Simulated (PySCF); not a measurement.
Species: C₄H₆B (charge +1).
SMILES with atom numbers: `[BH2:1][c:2]1[cH:3][c+:4]1[CH3:5]` (hydrogens: H6, H7 on B1; H8 on C3; H9, H10, H11 on C5)

Computed with PBE0-D3(BJ)/def2-SVP geometry optimisation, gas phase (PySCF).

Question: What internal coordinates does the optimisation give?

Answer: 
| bond | length (pm) |
| --- | --- |
| B1–C2 | 153.3 |
| C2–C3 | 137.7 |
| C3–C4 | 135.0 |
| C4–C5 | 145.7 |
| C2–C4 | 139.6 |
| B1–H6, B1–H7 | 120.1 |
| C3–H8 | 109.2 |
| C5–H9, C5–H10, C5–H11 | 110.1 |

Bonds in one row agree within 1 pm and their mean is given. A selection of angles:
| angle | degrees |
| --- | --- |
| C2–B1–H6 | 118.1 |
| H6–B1–H7 | 123.8 |
| B1–C2–C3 | 150.9 |
| B1–C2–C4 | 150.8 |
| C3–C2–C4 | 58.3 |
| C2–C3–C4 | 61.6 |
| C2–C3–H8 | 146.3 |
| C4–C3–H8 | 152.1 |
| C3–C4–C5 | 151.6 |
| C2–C4–C3 | 60.2 |
| C2–C4–C5 | 148.3 |
| C4–C5–H9 | 108.8 |
| C4–C5–H11 | 112.4 |
| H9–C5–H10 | 106.2 |
| H9–C5–H11 | 110.3 |

The 5 heavy atoms lie in one plane (0.000 Å rms). C4 (unsaturated ring carbon) has angles 151.6°, 148.3° and 60.2°, sum 360.0°, 0.00 Å off the plane of its three neighbours. The 3-membered ring C2–C3–C4 has internal angles of 58.3° to 61.6°. C3 (unsaturated ring CH carbon) has angles 152.1°, 146.3° and 61.6°, sum 360.0°, 0.00 Å off the plane of its three neighbours. C2 (unsaturated ring carbon) has angles 150.9°, 150.8° and 58.3°, sum 360.0°, 0.00 Å off the plane of its three neighbours. The C–C distances run from 1.350 Å (C3–C4, drawn aromatic) to 1.457 Å (C4–C5, drawn single), a spread of 0.107 Å. B1 (three-coordinate boron) is planar (angles 123.8°, 118.1° and 118.1°, sum 360.0°, 0.00 Å off the plane of its three neighbours).

Point group: Cs (tolerance 0.08 Å). Whether it is a minimum is left open (no frequencies). Torsions: H–B1–C2–C3 90° and -90°.

One conformer stands for the species.
